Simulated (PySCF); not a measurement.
Te(NH2)(SiH3) (H5NSiTe), SMILES [Te](N)[SiH3].

The structure is a stationary point at PBE0-D3(BJ)/def2-SVP. The def2 effective core potentials stand for the cores of Te; spin–orbit coupling is left out. The values are those of a single conformer.

Calculation: PySCF 2.14.0 with PBE0-D3(BJ)/def2-SVP.

Frequencies are harmonic and unscaled.

| mode | ν (cm⁻¹) | IR (km/mol) | Raman (Å⁴/amu) | depolarisation | moving atoms (share of kinetic energy) |
|---|---|---|---|---|---|
| 1 | 103 | 0.3 | 0.2 | 0.75 | H 92 % |
| 2 | 115 | 4.7 | 3.4 | 0.59 | N 51 %, H 22 %, Si 17 %, Te 10 % |
| 3 | 286 | 48.8 | 0.6 | 0.75 | H 96 % |
| 4 | 332 | 1.2 | 19.0 | 0.26 | Si 71 %, Te 20 %, H 9 % |
| 5 | 517 | 27.8 | 15.8 | 0.30 | H 46 %, N 41 % |
| 6 | 551 | 44.5 | 30.7 | 0.52 | H 47 %, N 44 % |
| 7 | 551 | 3.4 | 16.5 | 0.75 | H 91 % |
| 8 | 777 | 88.1 | 1.2 | 0.73 | H 85 %, N 13 % |
| 9 | 881 | 339.8 | 12.3 | 0.47 | H 92 % |
| 10 | 913 | 39.2 | 28.3 | 0.75 | H 97 % |
| 11 | 948 | 59.7 | 25.5 | 0.75 | H 97 % |
| 12 | 964 | 1.5 | 0.3 | 0.75 | H 94 % |
| 13 | 1542 | 18.6 | 2.7 | 0.68 | H 92 % |
| 14 | 2215 | 83.9 | 287.8 | 0.00 | H 99 % |
| 15 | 2223 | 96.4 | 117.7 | 0.75 | H 96 % |
| 16 | 2235 | 89.0 | 151.2 | 0.68 | H 96 % |
| 17 | 3530 | 13.8 | 106.6 | 0.09 | H 96 % |
| 18 | 3640 | 21.1 | 47.6 | 0.75 | H 91 %, N 9 % |
